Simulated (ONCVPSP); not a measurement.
## Which change was made? (Lu, ONCV)

- Element: lutetium (Lu)
- Generator: ONCVPSP 4.0.1
- Type: optimised norm-conserving Vanderbilt (ONCV)
- Functional: PBEsol
- Relativity: scalar-relativistic
- Frozen core: [Kr] 4d10
- Valence charge: 25
- Reference configuration: 4f14 5s2 5p6 5d1 6s1 (charge +1)
- Partial waves: 5s+6s: rc 1.55 bohr, ncon 4, nbas 7, qcut 6.3 1/bohr, 3 projectors, debl 3 Ha; 5p: rc 1.60 bohr, ncon 4, nbas 8, qcut 10 1/bohr, 2 projectors, debl 0.3 Ha; 5d: rc 2.75 bohr, ncon 4, nbas 9, qcut 6.2 1/bohr, 2 projectors, debl 2.5 Ha; 4f: rc 1.00 bohr, ncon 4, nbas 9, qcut 18.7 1/bohr, 2 projectors, debl 1.7 Ha
- Local potential: polynomial inside 0.95 bohr (lpopt 5, dvloc0 4 Ha)
- Core correction: polynomial model core, fcfact 0.2

In the p channel the program set the typed energies aside and used -1.412, 0.250 Ha.

Cutoffs, loose and tight: the cutoffs (Ha) at which the residual kinetic energy of the hardest occupied pseudo-wave falls to 1 and 0.1 mHa per electron. They do not see the model core or the augmentation charge, which bear on the density cutoff. Test errors are all-electron minus pseudo excitation energies from the reference, over the configurations 4f14 5s2 5p6 5d1 6s2; 4f14 5s2 5p6 5d1 6s0; 4f14 5s2 5p6 5d0 6s0; 4f13 5s2 5p6 5d0 6s0; variants that change the core or the reference have their own tests.

The base gives: outcome: generated, projector energies reset by the program; cutoff, loose: 141 Ha; cutoff, tight: 155 Ha; bound ghosts: none; GHOST(+) flags above zero: s, p, d; largest test error (meV): +30.

Q: After one change the result is: outcome: generated; cutoff, loose: 121 Ha; cutoff, tight: 131 Ha; bound ghosts: s; GHOST(+) flags above zero: s, p, d; largest test error (meV): +6.9 over the solved tests; 2 of 4 tests not solved or not reliable. Which change was it?
A. core [Kr] 4d10 5s2, valence charge 23; reference 4f14 5p6 5d1.5 6s1.5; waves now 6s: rc 3.20 bohr, ncon 4, nbas 8, qcut 2.5 1/bohr, 3 projectors, debl 2.7 Ha; 5p: rc 2.15 bohr, ncon 5, nbas 8, qcut 6.6 1/bohr, 3 projectors, debl 3 Ha; 5d: rc 3.45 bohr, ncon 4, nbas 9, qcut 3.9 1/bohr, 2 projectors, debl 1.7 Ha; 4f: rc 1.05 bohr, ncon 3, nbas 8, qcut 17.1 1/bohr, 2 projectors, debl 1 Ha; local potential polynomial inside 0.95 bohr (lpopt 3, dvloc0 4 Ha)
B. f: rc 0.68; local potential polynomial inside 0.68 bohr (lpopt 5, dvloc0 4 Ha)
C. all radii but the core radius scaled by about 1.30 (s 2.02, p 2.08, d 3.56, f 1.30 bohr); local potential polynomial inside 1.24 bohr (lpopt 5, dvloc0 4 Ha)

A: A. The others give: f: rc 0.68; local potential polynomial inside 0.68 bohr (lpopt 5, dvloc0 4 Ha) → outcome: generated, projector energies reset by the program; cutoff, loose: 688 Ha; cutoff, tight: 805 Ha; bound ghosts: s, p; GHOST(+) flags above zero: none; largest test error (meV): -10 | all radii but the core radius scaled by about 1.30 (s 2.02, p 2.08, d 3.56, f 1.30 bohr); local potential polynomial inside 1.24 bohr (lpopt 5, dvloc0 4 Ha) → outcome: generated, projector energies reset by the program; cutoff, loose: 118 Ha; cutoff, tight: 132 Ha; bound ghosts: none; GHOST(+) flags above zero: s; largest test error (meV): +351.
